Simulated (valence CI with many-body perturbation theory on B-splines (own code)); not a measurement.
## Cd³⁵⁺ in brief

Level of theory: valence CI with perturbative core correlation (CI+MBPT): three valence electrons over a frozen Dirac-Fock core [Ne], radial functions for each j: 9 s, 9 p, 8 d, 6 f, 3 g, 1 h, with the one-electron correlation potential Σ1, the two-electron term Σ2, the three-electron term Σ3, Breit, model QED; selected CI, second order for the rest, scaled by the run's own slope (own B-spline code, finite nucleus).

No measured spectrum was set against this ion. As an estimate, large intervals hold to a few tenths of a per cent, small ones and those within an open d or f shell to about a per cent.

Levels are named by their leading jj configuration (3d3/2^4 stands for four electrons in 3d with j = 3/2), which in mixed levels can hold well under half, so a name can repeat and another be missing.

Rates and lifetimes use the calculated energies. Strong lines usually hold to 10 to 20 %, long lifetimes can be off by a factor of two.

What is the ground level?

(3s^2 3p1/2) J=1/2, composition 99 % 3s2.3p 2P°, g = 0.659.

Among levels below 323.67 eV, which E1 lines absorb most strongly from the ground level?

to (3s^2 3d3/2) J=3/2 at 6.885 nm, f = 0.350; to (3s 3p1/2 3p3/2) J=1/2 at 8.320 nm, f = 0.191; to (3s 3p1/2 3p3/2) J=3/2 at 8.829 nm, f = 0.103.

How well does LS coupling describe the low levels?

Among the lowest 20 levels the leading LS term, summed over configurations, holds 70 % on average. For single configurations the figures are 66 % in LS and 84 % in jj coupling. Terms mix most in the J = 5/2 level at 258.18 eV, where the leading one holds 37 %.

Where does the other parity begin?

At (3s 3p1/2^2) J=1/2, 83.78 eV.

What are the static dipole polarisabilities of the lowest levels?

(3s^2 3p1/2) J=1/2 0.0216 bohr³, of which the core gives 0.000322.

Name the longest-lived excited levels whose lifetime is computed, and their main decay.

(3s 3p3/2 3d5/2) J=9/2 at 296.67 eV lives 2.76 μs, mostly by M1 to (3s 3p1/2 3d5/2) J=7/2; (3s^2 3p3/2) J=3/2 at 47.54 eV lives 1.97 μs, mostly by M1 to (3s^2 3p1/2) J=1/2.

What is the ionisation energy?

2272.6 eV; NIST lists 2250 ± 10 eV (semi-empirical).
